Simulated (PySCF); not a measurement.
Cl4Pt (SMILES [Cl][Pt-2]([Cl])([Cl])[Cl]), charge -2, singlet, geometry from GFN2-xTB (such geometries of metal compounds can be far from the true shape) (core potentials on Pt). Base run: DF-HF/def2-SV(P) (PySCF).

The PySCF input:
```python
from pyscf import gto, scf

mol = gto.M(
    atom='''
Pt    0.000000   -0.000000    0.000000
Cl    2.154161   -0.886434    0.054914
Cl    0.886524    2.154813    0.006996
Cl   -2.154161    0.886434   -0.054914
Cl   -0.886524   -2.154813   -0.006996
''',
    basis='def2-sv(p)',
    ecp={'Pt': 'def2-sv(p)'},
    charge=-2,
    spin=0,
    verbose=4,
    symmetry=True,
)

mf = scf.RHF(mol)
mf = mf.density_fit(auxbasis='def2-universal-jkfit')
mf.kernel()
mf.analyze()
```

Each row names what was changed in the base input (with any setting that the change needs).

| change | ΔE vs base (eV) | point group used | SCF cycles | outcome |
|---|---|---|---|---|
| base | 0.00 | C2h | 11 | converged |
| irrep_nelec = Ag:36 Bg:10 Au:10 Bu:32 | 6.88 | C2h | 26 | converged |
| symmetry_subgroup = C2 | 0.00 | C2 | 11 | converged |
| symmetry_subgroup = Ci | 0.00 | Ci | 11 | converged |
| irrep_nelec = Ag:34 Bg:10 Au:10 Bu:34 | 21.06 | C2h | 25 | converged |
| irrep_nelec = Ag:36 Bg:12 Au:8 Bu:32 | 16.62 | C2h | 11 | converged |
| symmetry = off | 0.00 | C1 | 11 | converged |
| symmetry_subgroup = Cs | 0.00 | Cs | 11 | converged |
| irrep_nelec = Ag:32 Bg:12 Au:10 Bu:34 | - | - | 50 | not converged |
